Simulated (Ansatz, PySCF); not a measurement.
Spin states of H3O3Pt (SMILES [OH][Pt]([OH])[OH]), each relaxed with B3LYP-D3(BJ)/def2-TZVP.
State 1 (charge 0, multiplicity 2):
```
atom    x (Å)    y (Å)    z (Å)
----  -------  -------  -------
Pt     0.2147   0.0783  -0.3377
O      1.9445  -0.7434  -0.3152
H      2.4875  -0.5147  -1.0842
O     -0.2642  -0.7426   1.3404
H     -1.1676  -0.4138   1.4898
O     -1.5475   0.8447  -0.2482
H     -1.7693   1.4159  -0.9940
```
State 2 (charge 0, multiplicity 4):
| atom | x (Å) | y (Å) | z (Å) |
|---|---|---|---|
| Pt | 0.0044 | -0.0231 | -0.2872 |
| O | 1.8020 | -0.6735 | -0.3260 |
| H | 2.3833 | -0.2752 | -0.9864 |
| O | -0.6403 | -1.0718 | 1.3327 |
| H | -0.4649 | -0.5428 | 2.1271 |
| O | -1.6134 | 0.9298 | -0.6487 |
| H | -1.5730 | 1.5810 | -1.3606 |

Singlets are restricted, other states unrestricted; no spin–orbit coupling, no relativity up to Kr; see below for the cores. The largest T1 diagnostic is 0.043.

Correlated levels freeze the inner cores; with def2 sets outer-core shells near the valence are correlated too. CBS: X⁻³ extrapolation of the correlation energy, Hartree–Fock from the larger set.

Codes used: Ansatz (a program for electronic structure); PySCF for the dispersion terms. Each number belongs to the level named beside it. In def2 rows elements past Kr take small-core potentials, without spin–orbit coupling.

| level | energy of the multiplicity-4 state less that of the multiplicity-2 state (kJ/mol) |
|---|---|
| BLYP-D4/def2-TZVPP | 64.6 |
| r2SCAN-D3(BJ)/def2-TZVPP | 62.6 |
| B3LYP/def2-TZVPP | 77.3 |
| BHLYP-D4/def2-TZVPP | 90.3 |
| CAM-B3LYP/def2-TZVPP | 84.0 |
| wB97X-V/def2-TZVPP | 95.3 |
| B2PLYP-D4/def2-TZVPP | (withheld) |
| CCSD/def2-TZVPP | (withheld) |
| CCSD(T)/CBS(def2-SVP, def2-TZVPP) | 103.3 |

What belongs in the gaps?


- B2PLYP-D4/def2-TZVPP, energy of the multiplicity-4 state less that of the multiplicity-2 state (kJ/mol): 86.6
- CCSD/def2-TZVPP, energy of the multiplicity-4 state less that of the multiplicity-2 state (kJ/mol): 98.0

Doubts at one or more of the structures used: a spin-contaminated determinant (CCSD/def2-TZVPP, CCSD(T)/CBS(def2-SVP, def2-TZVPP)); other coupled-cluster roots lie near (CCSD(T)/CBS(def2-SVP, def2-TZVPP)).
